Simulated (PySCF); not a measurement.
sulfuric acid (H2O4S), singlet, geometry from GFN2-xTB.

Input for PySCF:
```python
from pyscf import gto, scf, dft

mol = gto.Mole()
mol.atom = '''
    O    -0.552709    1.352788    0.310942
    S    -0.080419   -0.125691   -0.010742
    O    -0.626769   -0.488526   -1.265587
    O    -0.274419   -0.919997    1.145212
    O     1.479218    0.095311   -0.187184
    H    -0.791150    1.751239   -0.524392
    H     1.875282   -0.056781    0.669204
'''
mol.basis = '3-21g'
mol.charge = 0
mol.spin = 0
mol.verbose = 4
mol.build()

mf = dft.RKS(mol)
mf.xc = 'm062x'
mf.kernel()
mf.analyze()
```

What does this run give for the dipole moment, number of basis functions, HOMO energy, nuclear repulsion energy, total energy, HOMO-LUMO gap?


dipole moment: 2.97 D
number of basis functions: 53
HOMO energy: -10.93 eV
nuclear repulsion energy: 290.8406 Eh
total energy: -696.1979 Eh
HOMO-LUMO gap: 12.72 eV
